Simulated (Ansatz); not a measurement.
Cost and result for the atomization energy of C$_{2}$H$_{5}$NOZn, SMILES `[NH2][Zn][CH2]C=O` (10 atoms, 9 bonds).

```xyz
10

N    -0.880    0.833   -2.344
Zn   -0.044    0.269   -0.836
C     1.000   -0.250    0.731
C     0.071   -0.575    1.826
O    -0.343    0.206    2.649
H    -1.139    0.152   -3.043
H    -1.629    1.504   -2.259
H     1.608   -1.112    0.445
H     1.628    0.608    0.984
H    -0.274   -1.634    1.847
```

Charge 0, multiplicity 1. For Zn the d shell is correlated and the shells below it are frozen. Scalar relativity is left out up to krypton. All single points use the PBE0-D4/def2-TZVP geometry. It is one conformer, not always the lowest. Program: Ansatz. All runs use 4 threads of an AMD EPYC 7B13 on a shared host. Times are those of one run each, without the atoms' runs, and a repeat can differ threefold. Electronic energies, without spin–orbit coupling; frozen cores. CCSD(T)/CBS adds CCSD(T) − MP2 in def2-TZVPP to the MP2 limit, and its time is that of the two runs behind it. T1 = 0.016. With those shells the extrapolation isn't a true limit. B3LYP takes the VWN-RPA correlation (the form of Gaussian; ORCA's B3LYP/G).

CCSD(T)/CBS is a level of theory with its own doubt, some kJ/mol a heavy atom from the limit and from the frozen cores, so smaller differences don't rank the functionals.

```csv
level,functions,wall time,atomization (kJ/mol),difference from CCSD(T)/CBS,per bond
PBE-D4/def2-TZVPP (with forces),258,2.2 s,3707.7,120.7,13.4
PBE0-D4/def2-TZVPP,258,2.8 s,3606.1,19.1,2.1
r2SCAN-D4/def2-TZVPP (with forces),258,3.7 s,3609.7,22.7,2.5
B3LYP-D4/def2-TZVPP (with forces),258,4.3 s,3581.6,-5.4,-0.6
B2PLYP/def2-TZVPP,258,5.5 s,3555.7,-31.3,-3.5
ωB97X-V/def2-TZVPP,258,6.5 s,3608.1,21.1,2.4
ωB97M-V/def2-TZVPP (with forces),258,9 s,3602.2,15.2,1.7
MP2/def2-QZVPP,478,18 s,3644.3,57.3,6.4
CCSD(T)/def2-TZVPP,258,2.7 min,3482.1,-104.9,-11.6
CCSD(T)/CBS(def2),–,3 min,3587.0,0.0,0.0
```

From PBE to PBE0 (25 % exact exchange), in def2-TZVPP and without D4, the atomization energy moves by −99.0 kJ/mol: exact exchange takes away binding that semilocal exchange gives to molecules. In def2-TZVPP, CCSD(T) changes the Hartree–Fock value by +1040.2 kJ/mol (the triples alone add +69.7 kJ/mol) and MP2 by +1138.7 kJ/mol; breaking electron pairs costs correlation energy, which Hartree–Fock lacks. The D4 term adds +26.2 kJ/mol with B3LYP and +13.7 kJ/mol with PBE0; it sums over pairs of atoms, weighted by their polarisabilities, and B3LYP, whose exchange is more repulsive, gets the larger term.
